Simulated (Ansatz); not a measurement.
`C[Si](Cl)(Cl)Cl` + H₂Se → `Cl[Si](Cl)(Cl)[SeH]` + CH₄ at 700 K and 1 bar (ligand exchange at the Si–C bond).

Gas-phase electronic energies from Ansatz, PBE0-D4/def2-TZVP geometries. CCSD(T)/CBS is the MP2 limit (def2-TZVPP, def2-QZVPP) plus CCSD(T) − MP2 in def2-TZVPP, frozen cores. This one scheme is used for every species. For Se outer-core shells are correlated without core-valence functions, which leaves a few kJ/mol of doubt a bond. Scalar relativity is left out up to krypton. One conformer a species, not always the lowest.

```
              species  CCSD(T)/CBS energy (Eh)  H − E (kJ/mol)  S (J/(mol·K))
    `C[Si](Cl)(Cl)Cl`              -1708.45088           183.3          454.2
                 H₂Se              -2401.89790            61.1          251.1
`Cl[Si](Cl)(Cl)[SeH]`              -4069.90520           105.6          476.8
                  CH₄                -40.46206           145.9          224.0
```

H − E and S are ideal-gas, rigid-rotor, harmonic terms from PBE0-D4/def2-TZVP, for one conformer and one mirror image of each species. 1 Eh = 2625.50 kJ/mol, R = 8.31446 J/(mol·K).

Problem. By hand: ΔE, ΔH, ΔS and ΔG.

Solution. ΔE = (-4069.90520) + (-40.46206) − (-1708.45088) − (-2401.89790) = -0.01848 Eh = -48.5 kJ/mol. Δ(H − E) = 105.6 + 145.9 − 183.3 − 61.1 = 7.1, so ΔH = -41.4 kJ/mol. ΔS = 476.8 + 224.0 − 454.2 − 251.1 = -4.5 J/(mol·K). ΔG = -41.4 − 700 × (-4.5)/1000 = -38.2 kJ/mol.

Problem. By hand: the equilibrium constant, and the temperature at which ΔG would vanish if ΔH and ΔS stayed fixed.

Solution. log₁₀ K = −ΔG/(RT ln 10) = 2.9. ΔG = 0 at ΔH/ΔS = 9200 K, far beyond where these terms or the molecules hold.

The number of gas molecules stays the same, so ΔS is small and ΔH decides. A doubt of 5 kJ/mol in ΔE shifts log₁₀ K by 0.4 here. Other conformers and mirror images would add mixing entropy, several J/(mol·K) or more a flexible species. These are equilibria of isolated gas molecules and say nothing of rates. Largest T1 diagnostic: 0.009 (customary marks: 0.02 for closed shells, 0.045 for open ones).
